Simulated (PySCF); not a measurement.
**Relaxation of singlet SeH4**

Level of theory: PBE0 in PySCF with Se def2-TZVP, H def2-TZVP; no relativity; density-fitted integrals. A (50,194) grid was used.

A hand-made square planar start, of D4h symmetry, held to at least that symmetry:

Coordinates in bohr (charge 0 multiplicity 1):
```
Se    0.0000    0.0000    0.0000
H     2.7968    0.0000    0.0000
H     0.0000    2.7968    0.0000
H    -2.7968    0.0000    0.0000
H     0.0000   -2.7968    0.0000
```

Optimiser trace:
```tsv
step	E − E(last) (kJ/mol)	largest gradient (Eh/bohr)
0	6.16	0.01580
1	0.44	0.00404
2	0.00	0.00039
3	0.00	0.00001
```

It ends at D4h with Se–H 1.521 Å (×4); H–Se–H 90.0° (×4), H–Se–H 180.0° (×2). A frequency run shows 1 imaginary mode, down to 688i cm⁻¹, so it is a saddle point. Other isomers or separated fragments may lie lower.
